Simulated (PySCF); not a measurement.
**Ionising MgHg**

PBE; PySCF, scalar-relativistic core potentials, basis sets Mg cc-pVDZ, Hg cc-pVDZ-PP with ECP60. Neutral (UKS): singlet (closed shell), Re = 3.370 Å, ωe = 68.7 cm⁻¹, De = 0.10 eV, HOMO -4.61 eV, LUMO -1.77 eV.

MgHg⁺ (UKS): doublet (σ ↑), Re = 2.855 Å, ωe = 164 cm⁻¹, De = 0.76 eV to Mg⁺ + Hg. The energies at the minima are -353.48659 hartree for MgHg and -353.22984 for MgHg⁺.

(1) Work out the adiabatic ionisation energy, without and with harmonic zero-point energies (1 hartree = 27.2114 eV, 1 eV = 8065.5 cm⁻¹), and the change of the bond length.

Closed-shell solutions of metal pairs were not tested for spin polarisation, which can lower them a little. Weak bonds: MgHg. Basis-set superposition, not corrected here, can be much of De in a small basis, most of all at correlated wavefunction levels. Spin–orbit coupling is left out. For an ion De counts to the pair picked by the measured ionisation energies or electron affinities, which need not be the lowest pair at this level. States were picked by a PBE0 search and need not be the measured ground states.

Answers

(1) At PBE: 0.25675 hartree = 6.987 eV between the minima; the zero-point term (164.0 − 68.7)/2 cm⁻¹ = +0.006 eV makes it 6.992 eV. Re changes by -51.5 pm against the neutral. Minus the HOMO energy is 4.61 eV, -2.38 eV from the value between the minima; self-interaction puts the Kohn–Sham level too high, less so with exact exchange. The electron leaves a σ orbital, and the shorter bond of the ion fits an antibonding orbital, or a change in how ionic the bond is.
